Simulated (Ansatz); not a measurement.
Cd₁₃Te₁₂Cl₂. Total charge 0; singlet. Geometry PBE-D4/def2-SVP.

```
atom   x (Å)   y (Å)   z (Å)
 Te1   4.090   3.027   3.546
 Te2   5.450  -0.742   0.362
 Te3   0.017   5.924   1.809
 Te4  -1.749   4.435  -2.766
 Te5   1.803   1.980  -0.876
 Te6   1.344  -0.965   2.576
 Te7  -2.363   1.688   0.962
 Te8  -1.295  -2.340  -0.888
 Te9   2.445  -4.926   0.359
Te10  -1.564  -4.832   3.547
Te11  -4.751   0.247  -2.784
Te12  -5.621  -1.945   1.756
Cd13   1.927   4.195   2.504
Cd14   3.460  -0.142  -1.460
Cd15   3.725   0.816   2.063
Cd16   3.375  -2.424   1.144
Cd17   0.029   2.327  -2.955
Cd18  -1.012   4.216   0.009
Cd19  -3.208   2.306  -1.723
Cd20   1.247  -3.230  -1.466
Cd21  -2.184  -0.761  -2.964
Cd22  -0.091   0.064   0.321
Cd23  -3.366  -3.178   2.479
Cd24   0.414  -3.790   2.057
Cd25  -4.315  -0.397  -0.010
Cl26   2.624  -1.877  -3.133
Cl27  -0.431   0.324  -4.467
```

In the def2 sets Cd, Te take a core potential; there is no spin–orbit coupling. Single mean-field runs in def2-SVP, def2-TZVP are fitted with def2-universal-jkfit.

(1) Estimate the orbital energies around the gap (eV) in Ansatz with PBE-D4/def2-SVP, r2SCAN-D4/def2-TZVP, PBE0-D4/def2-SVP, PBE0-D4/def2-TZVP, BHLYP-D4/def2-TZVP.

Results:

(1) 
```tsv
orbital	PBE-D4/def2-SVP	r2SCAN-D4/def2-TZVP	PBE0-D4/def2-SVP	PBE0-D4/def2-TZVP	BHLYP-D4/def2-TZVP
HOMO−9	-6.25	-6.45	-7.10	-7.05	-7.69
HOMO−8	-6.16	-6.37	-7.03	-6.96	-7.61
HOMO−7	-5.99	-6.21	-6.92	-6.83	-7.52
HOMO−6	-5.99	-6.21	-6.88	-6.81	-7.49
HOMO−5	-5.92	-6.15	-6.84	-6.77	-7.48
HOMO−4	-5.90	-6.13	-6.80	-6.73	-7.38
HOMO−3	-5.34	-5.60	-6.29	-6.30	-7.04
HOMO−2	-5.24	-5.49	-6.17	-6.17	-6.90
HOMO−1	-5.05	-5.30	-5.98	-5.98	-6.71
HOMO	-4.97	-5.22	-5.89	-5.89	-6.60
LUMO	-3.73	-3.66	-3.21	-3.13	-2.40
LUMO+1	-3.61	-3.48	-3.06	-2.98	-2.31
LUMO+2	-3.37	-3.31	-2.85	-2.81	-2.09
LUMO+3	-3.21	-3.18	-2.74	-2.70	-2.03
LUMO+4	-3.16	-3.14	-2.71	-2.65	-1.89
LUMO+5	-3.10	-3.02	-2.51	-2.46	-1.69
```
